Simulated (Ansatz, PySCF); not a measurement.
Si(H)(Br)(Me)(OH) (CH5BrOSi), SMILES C[SiH](O)Br. Atoms are numbered in the order given.

```xyz
9

Si     0.0207    -0.7545     0.6975
C      1.7422    -1.4241     0.3792
O     -1.1981    -1.8213     0.2750
Br    -0.1712     1.1676    -0.4759
H     -0.2284    -0.4424     2.1368
H      1.8897    -2.3779     0.9264
H      2.5065    -0.6977     0.7219
H      1.9072    -1.6067    -0.7019
H     -1.2406    -2.0644    -0.6665
```

Geometry optimised at PBE-D3(BJ)/def2-SVP. This is a generated structure with no PubChem entry under its InChIKey; it may be hypothetical. One conformer was computed; it need not be the lowest.

Vertical ionisation energy (IE) and electron affinity (EA) in eV. Rows of orbital energies are one-electron estimates. Where ΔSCF, EOM or ADC give a negative EA the extra electron is unbound and the value depends on the basis.

```
level                                                                        IE     EA
------------------------------------------------------------------------  -----  -----
−ε(HOMO), −ε(LUMO), HF/def2-TZVP (PySCF)                                  11.22  -3.28
−ε(HOMO), −ε(LUMO), PBE/def2-TZVP (PySCF)                                  6.96   0.50
ΔSCF, CAM-B3LYP/def2-SVPD (Ansatz), final states of multiplicity 2 and 2  10.64  -1.25
ΔSCF, PBE/def2-SVPD (Ansatz), final states of multiplicity 2 and 2        10.00  -0.97
```

Problem. What vertical singlet–triplet gap does ΔSCF give with CAM-B3LYP/def2-SVPD (Ansatz, a program for electronic structure) and with PBE/def2-SVPD (Ansatz)? (An estimate is asked for; the answer gives what the named calculation found.)

Solution. 6.95 and 6.29 eV (triplet above singlet where positive).
